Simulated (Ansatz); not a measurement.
Reaction (hydrogenolysis of a C–B bond): `BCC(C)N` + H₂ → `CC(C)N` + BH₃

Calculated with Ansatz (gas phase, PBE0-D4/def2-TZVP geometries, no zero-point term in ΔE). CCSD(T)/CBS is the MP2 limit (def2-TZVPP, def2-QZVPP) plus CCSD(T) − MP2 in def2-TZVPP, frozen cores. This one scheme is used for every species. DFT in def2-TZVPP. B3LYP here is the variant with VWN-RPA as its local correlation; programs differ in this. Each species was taken in one conformer, which may not be the lowest.

| level | ΔE (kcal/mol) | difference from CCSD(T)/CBS |
| --- | --- | --- |
| PBE-D4 | -1.1 | 2.5 |
| r2SCAN-D4 | -1.9 | 1.7 |
| PBE0-D4 | -2.6 | 1.0 |
| B3LYP-D4 | -3.7 | -0.1 |
| ωB97X-V | -3.8 | -0.2 |
| ωB97M-V | -3.1 | 0.5 |
| PBE | -2.3 | 1.3 |
| r2SCAN | -2.3 | 1.3 |
| HF/def2-TZVPP | -10.5 | -6.9 |
| MP2/def2-TZVPP | -3.4 | 0.2 |
| SCS-MP2/def2-TZVPP | -5.1 | -1.5 |
| CCSD/def2-TZVPP | -5.4 | -1.8 |
| HF/def2-QZVPP | -10.5 | -6.9 |
| MP2/def2-QZVPP | -3.0 | 0.6 |
| MP2/CBS(def2) | -2.8 | 0.8 |
| CCSD/CBS(def2) | -4.8 | -1.2 |
| CCSD(T)/CBS | -3.6 | 0 |

Largest T1 diagnostic among the species: 0.009.

In def2-TZVPP, CCSD(T) changes the Hartree–Fock value by +6.3 kcal/mol (the triples alone add +1.2 kcal/mol) and MP2 by +7.1 kcal/mol. From PBE to PBE0 (25 % exact exchange), in def2-TZVPP and without D4, ΔE moves by −1.3 kcal/mol. The D4 term adds +1.8 kcal/mol with B3LYP and +1.0 kcal/mol with PBE0; it sums over pairs of atoms, weighted by their polarisabilities, and B3LYP, whose exchange is more repulsive, gets the larger term.
